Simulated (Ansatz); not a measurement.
Input file for `COC[SiH2]F`:

```yaml
crystal:
  periodic: [false, false, false]
  atoms:
    - {symbol: C, position_ang: [-1.135873, -0.546127, 1.265837]}
    - {symbol: O, position_ang: [-0.211879, 0.501629, 1.151681]}
    - {symbol: C, position_ang: [0.871700, 0.193096, 0.298501]}
    - {symbol: Si, position_ang: [0.516487, 0.453820, -1.532946]}
    - {symbol: F, position_ang: [0.321694, 2.018522, -1.810124]}
    - {symbol: H, position_ang: [-1.582645, -0.813817, 0.299124]}
    - {symbol: H, position_ang: [-0.667188, -1.445294, 1.690701]}
    - {symbol: H, position_ang: [-1.927102, -0.208578, 1.935232]}
    - {symbol: H, position_ang: [1.238041, -0.831888, 0.473310]}
    - {symbol: H, position_ang: [1.694473, 0.862344, 0.575118]}
    - {symbol: H, position_ang: [-0.722303, -0.228104, -1.982677]}
    - {symbol: H, position_ang: [1.681494, -0.010801, -2.329656]}
basis:
  gaussian: {orbitals: def2-TZVPP}
correlation: {method: ccsd_t}
```

```sh
$ ansatz run in.yaml --threads 4 --pin off --events-out ev --progress --plain --max-ram 10444MiB
```

The program prints (abridged):

```
Functional definition: HF
1568 factors; integrals over basis functions are off by at most 1.2e-3 eV
mean field evaluation 1: about -14777.6683 eV, gradient 3.8e1 eV
mean field evaluation 2: about -14777.9615 eV, gradient 3.9e1 eV
mean field evaluation 4: about -14781.3174 eV, gradient 4.4e0 eV
mean field evaluation 8: about -14781.3792 eV, gradient 2.7e-1 eV
mean field -14781.37941758 eV, -543.2056744171 hartree, gradient 2.0e-6 eV, S^2 0.000000; 0 other end points of the search recorded, 0 dependent functions left out
9 core orbitals not correlated: weight in the atoms' cores, before any rotation towards them, 1.000 or more for the frozen orbitals, at most 0.000 for the correlated occupied ones
reference -14781.37941758 eV, -543.2056744171 hartree; 16, 16 occupied and 239, 239 virtual orbitals, 1568 factors
second order -26.08432076 eV of doubles, -0.00000000 eV of singles
cycle   1  -26.48073003 eV  change   -4.0e-1 eV  update   1.1e-1
cycle   2  -27.09110196 eV  change   -6.1e-1 eV  update   3.1e-2
cycle   3  -27.23212406 eV  change   -1.4e-1 eV  update   1.5e-2
cycle   4  -27.21981617 eV  change    1.2e-2 eV  update   3.1e-3
cycle   5  -27.21885394 eV  change    9.6e-4 eV  update   1.4e-3
cycle   6  -27.21971498 eV  change   -8.6e-4 eV  update   4.5e-4
cycle   7  -27.21954560 eV  change    1.7e-4 eV  update   2.1e-4
cycle   8  -27.21943476 eV  change    1.1e-4 eV  update   7.3e-5
cycle   9  -27.21946263 eV  change   -2.8e-5 eV  update   3.1e-5
perturbative correction -0.93481439 eV, -0.0343537953 hartree
Total energy: -14809.53369460 eV, -544.2403250141 hartree
```

Hardware: 4 threads of an Intel Xeon Platinum 8559C on a shared host. Wall time 91 s, peak host memory 6.7 GiB.

Correlation energy per correlated electron: -0.880 eV. T1 diagnostic: 0.0111.
